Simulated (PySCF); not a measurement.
Se(SH)(GeH3) (GeH4SSe), SMILES S[Se][GeH3]. Atoms are numbered in the order given.

```xyz
7

Se    -0.4982     0.1575     0.9011
S     -1.7639     0.9334    -0.7855
H     -1.2331     2.1926    -0.8287
Ge     1.2934    -0.6284    -0.4696
H      2.3317    -1.2741     0.4888
H      0.7503    -1.6706    -1.4780
H      1.9226     0.5722    -1.2224
```

Geometry optimised at PBE-D3(BJ)/def2-SVP. The structure was generated by enumeration, and PubChem lists no compound with its InChIKey, so it may never have been made. One conformer was computed; it need not be the lowest.

Two levels are set side by side: PBE/pcSseg-1 (PySCF) and HF/pcSseg-1 (PySCF). GIAO shifts against GeH4 (⁷³Ge), H2S (³³S), Me2Se (⁷⁷Se), TMS (¹H) at the same level; non-relativistic, no solvent, atoms listed together averaged. Differences are taken from unrounded values.

```json
[
 {"quantity": "δ(⁷⁷Se) of Se1 (ppm)", "HF": "-45.1"},
 {"quantity": "δ(³³S) of S2 (ppm)", "HF": "53.4"},
 {"quantity": "δ(¹H) of H3 (ppm)", "HF": "2.99"},
 {"quantity": "δ(⁷³Ge) of Ge4 (ppm)", "HF": "141.5"}
]
```

Q: What does PBE give, and how far is it from HF? (The exact figures need the calculation; the answer reports its results.)

A: 
```json
[
 {"quantity": "δ(⁷⁷Se) of Se1 (ppm)", "PBE": "60.3", "PBE minus HF": "105.5"},
 {"quantity": "δ(³³S) of S2 (ppm)", "PBE": "150.3", "PBE minus HF": "96.9"},
 {"quantity": "δ(¹H) of H3 (ppm)", "PBE": "3.23", "PBE minus HF": "0.24"},
 {"quantity": "δ(⁷³Ge) of Ge4 (ppm)", "PBE": "199.5", "PBE minus HF": "58.0"}
]
```

Rough cost on one machine, each run with all the roots and properties that it gave: HF against PBE within a factor of 2.
